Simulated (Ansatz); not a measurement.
CH₅BO₃, SMILES `COB(O)O`, 10 atoms. Total charge 0; spin multiplicity 1. All runs use 4 threads of an Arm Neoverse V2 on a shared host. Correlated methods freeze the cores.

How many basis functions does each run have, and how long does it take in Ansatz? RKS B97M-V/def2-TZVPP energy; RKS PBE0-D4/def2-TZVP frequencies; RKS PBE0-D4/def2-SVP energy; RKS BHLYP-D4/def2-TZVPP energy; direct RPA on PBE orbitals/def2-TZVPP energy; RKS ωB97M-V/def2-QZVPP energy; RKS PBE0-D4/def2-QZVPP energy; RHF-CCSD(T)/def2-TZVPP energy; RKS PBE0-D4/def2-TZVP relaxation (36 steps); RHF-MP2/def2-QZVPP energy; RKS ωB97M-V/def2-SVP energy; RKS HSE06 (plane-wave form)-D4/def2-TZVPP energy. (Estimate.)

The calculation gave: Other jobs shared the machine, so times are rough.

| level | job | functions | wall time | peak host memory (GiB) |
| --- | --- | --- | --- | --- |
| RKS PBE0-D4/def2-SVP | energy | 95 | 0.6 s | 0.17 |
| RKS BHLYP-D4/def2-TZVPP | energy | 225 | 1.6 s | 0.44 |
| RKS HSE06 (plane-wave form)-D4/def2-TZVPP | energy | 225 | 1.7 s | 0.45 |
| RKS ωB97M-V/def2-SVP | energy | 95 | 2.4 s | 0.26 |
| direct RPA on PBE orbitals/def2-TZVPP | energy | 225 | 3.1 s | 0.48 |
| RKS PBE0-D4/def2-QZVPP | energy | 435 | 4.1 s | 1.2 |
| RKS B97M-V/def2-TZVPP | energy | 225 | 5.5 s | 0.31 |
| RKS ωB97M-V/def2-QZVPP | energy | 435 | 10 s | 1.5 |
| RHF-MP2/def2-QZVPP | energy | 435 | 12 s | 2.3 |
| RKS PBE0-D4/def2-TZVP | relaxation (36 steps) | 185 | 59 s | 0.4 |
| RKS PBE0-D4/def2-TZVP | frequencies | 185 | 72 s | 0.4 |
| RHF-CCSD(T)/def2-TZVPP | energy | 225 | 78 s | 4 |
